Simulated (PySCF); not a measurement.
TeFI, SMILES F[Te]I.

Geometry: B3LYP-D3(BJ)/def2-TZVP. The def2 effective core potentials stand for the cores of I, Te; spin–orbit coupling is left out.

Calculation: PySCF with M06-2X/def2-TZVPD.

Isolated molecule, no solvent.

Question: Estimate the frontier levels, gap, dipole moment and polarisability. (The exact figures need the calculation; the answer reports its results.)

Answer: 
```
Item                                                                                                             Value
---------------------------------------------------------------------------------------------  -----------------------
highest occupied level                                                                                        -7.73 eV
lowest empty level                                                                                            -2.23 eV
orbital gap                                                                                                    5.51 eV
dipole moment                                                                                                   2.21 D
quadrupole, principal values (traceless, Buckingham form, about the centre of nuclear charge)   -5.90, -3.20, 9.10 D·Å
mean static polarisability                                                                       75.8 bohr³ (11.23 Å³)
polarisability, principal values                                                               59.9, 61.5, 106.0 bohr³
```
